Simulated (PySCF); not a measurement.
Compound: C3H7OSi (doublet state).
Z-matrix (Å and degrees, GFN2-xTB geometry), rows numbered from 1:
```
Si
O   1  1.6303
C   2  1.3300  1  136.01
C   3  1.4684  2  129.62  1   -19.95
C   3  1.4713  2  128.27  1  -103.96
H   1  1.4662  2  109.74  3    67.65
H   1  1.4531  2   99.15  3  -173.23
H   1  1.4633  2  111.15  3   -52.45
H   4  1.0849  3  119.00  5   108.16
H   4  1.0803  3  119.22  5  -105.53
H   5  1.0804  3  119.28  4   105.71
H   5  1.0844  3  119.01  4  -108.10
```

The hyperfine couplings belong to this conformer and change with its torsions.

As a line formula: `C1[C](O[SiH3])C1` [radical].

Theory: UKS B3LYP, pcH-1 on C H O Si, non-relativistic, mean-field spin-orbit, GIAO (PySCF 2.14.0). Isolated species at its GFN2-xTB geometry (one conformer only). A GFN2-xTB geometry isn't a minimum of the functional, and hyperfine couplings can be far from their values at a DFT geometry. No stability test was run, so a lower SCF solution isn't excluded.

What are g_iso and the isotropic 13C coupling of C3?

g_iso = 2.00327 and a = +406.18 MHz, or +14.486 mT (Mulliken spin population +0.81). 13C makes up about 1.07 % of the natural element, so this concerns labelled samples or satellites.

Take this nucleus alone (I = 1/2, g_N = 1.4048) with S = 1/2. Where do its 2 lines fall at 9.599 GHz to first order, to second order and exactly?

B0 = hν/(g μB) = 342.353 mT and a/B0 = 0.0423. B(1) = B0 − a·mI, B(2) = B(1) − a²[I(I+1) − mI²]/(2B0); the exact values solve the Breit–Rabi equation, nuclear Zeeman term included.

| mI | first order (mT) | second order (mT) | exact (mT) | exact − first order |
| --- | --- | --- | --- | --- |
| −1/2 | 349.597 | 349.443 | 349.447 | -0.150 |
| +1/2 | 335.110 | 334.957 | 334.954 | -0.156 |

Someone takes the midpoint and the distance of the outer exact lines at face value. What g and a result?

Their midpoint, 342.200 mT, gives an apparent g of 2.00417 (true 2.00327), and their distance over 2I an apparent |a| of 14.493 mT (true 14.486).

Other couplings of abundant isotopes, left aside here: 4 × 1H 41 MHz, 3 × 1H 6 MHz.

Class means assume fast exchange of nuclei equivalent by connectivity; if that motion is slow, each nucleus keeps its own coupling. The three 1H nuclei of mean +6.1 MHz run from -2.6 to 19.5 MHz in the frozen geometry. The 1H value of +40.9 MHz is a mean of couplings from 27.1 to 57.1 MHz in this one geometry, not an average over conformers.
